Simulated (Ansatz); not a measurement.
Computed with Ansatz on PBE0-D4/def2-TZVP structures; ΔE is electronic, products minus reactants. CCSD(T)/CBS adds triple-zeta CCSD(T) − MP2 to the extrapolated MP2 energy (def2 sets, frozen cores). DFT in def2-TZVPP. B3LYP here is the variant with VWN-RPA as its local correlation; programs differ in this. For Ge outer-core shells are correlated without core-valence functions, which leaves a few kJ/mol of doubt a bond. Scalar relativity is left out up to krypton. One conformer a species, not always the lowest.

`F[CH]([GeH3])CCl` + `CBN` → `N[BH][GeH3]` + `CC(F)CCl`  (formal exchange of groups at a Ge–C bond)

`F[CH]([GeH3])CCl`:

```xyz
11

F     1.211   -1.172   -0.785
C     0.562   -0.008   -0.401
Ge    0.258   -0.089    1.566
C    -0.724    0.134   -1.157
Cl   -0.462    0.391   -2.906
H     1.228    0.830   -0.628
H    -0.737   -1.218    1.872
H    -0.318    1.256    2.036
H     1.602   -0.358    2.250
H    -1.283    0.996   -0.790
H    -1.337   -0.762   -1.058
```

`CBN`:

Cartesian coordinates in Å:
```
C -0.132 0.242 -1.144
B -0.379 -0.339 0.292
N 0.479 -0.070 1.354
H -0.991 0.841 -1.465
H -0.051 -0.569 -1.875
H 0.764 0.864 -1.229
H -1.327 -1.042 0.521
H 0.338 -0.433 2.281
H 1.300 0.506 1.265
```

`N[BH][GeH3]`:

Z-matrix (Å, degrees):
```
Ge
B 1 2.064
H 1 1.542 2 112.0
H 1 1.546 2 112.0 3 -120.2
H 1 1.542 2 112.0 3 119.6
N 2 1.384 1 120.3 3 119.8
H 2 1.198 1 121.6 3 -60.2
H 6 1.008 2 123.0 1 -180.0
H 6 1.007 2 123.6 1 0.0
```

`CC(F)CCl`:

Z-matrix (Å, degrees):
```
C
C 1 1.504
H 1 1.091 2 110.2
H 1 1.091 2 110.1 3 -119.9
H 1 1.093 2 110.3 3 120.1
F 2 1.393 1 108.9 3 179.5
C 2 1.515 1 114.5 3 -62.4
H 2 1.095 1 111.0 3 62.0
Cl 7 1.777 2 110.9 1 68.4
H 7 1.089 2 110.0 1 -172.7
H 7 1.090 2 110.9 1 -51.3
```

| level | ΔE (kcal/mol) | difference from CCSD(T)/CBS |
| --- | --- | --- |
| PBE-D4 | -0.2 | 0.5 |
| r2SCAN-D4 | 0.0 | 0.7 |
| PBE0-D4 | -0.7 | 0.0 |
| B3LYP-D4 | 0.4 | 1.1 |
| ωB97X-V | -0.7 | 0.0 |
| ωB97M-V | 0.0 | 0.7 |
| B2PLYP | 0.1 | 0.8 |
| PBE | -0.3 | 0.4 |
| r2SCAN | 0.0 | 0.7 |
| PBE0 | -0.8 | -0.1 |
| B3LYP | 0.2 | 0.9 |
| HF/def2-TZVPP | -0.8 | -0.1 |
| MP2/def2-TZVPP | 0.1 | 0.8 |
| SCS-MP2/def2-TZVPP | -0.2 | 0.5 |
| CCSD/def2-TZVPP | -0.8 | -0.1 |
| CCSD(T)/def2-TZVPP | -0.8 | -0.1 |
| HF/def2-QZVPP | -0.5 | 0.2 |
| MP2/def2-QZVPP | 0.2 | 0.9 |
| SCS-MP2/def2-QZVPP | 0.0 | 0.7 |
| HF/CBS(def2) | -0.5 | 0.2 |
| MP2/CBS(def2) | 0.1 | 0.8 |
| CCSD/CBS(def2) | -0.7 | 0.0 |
| CCSD(T)/CBS | -0.7 | 0 |

Largest T1 diagnostic among the species: 0.013.
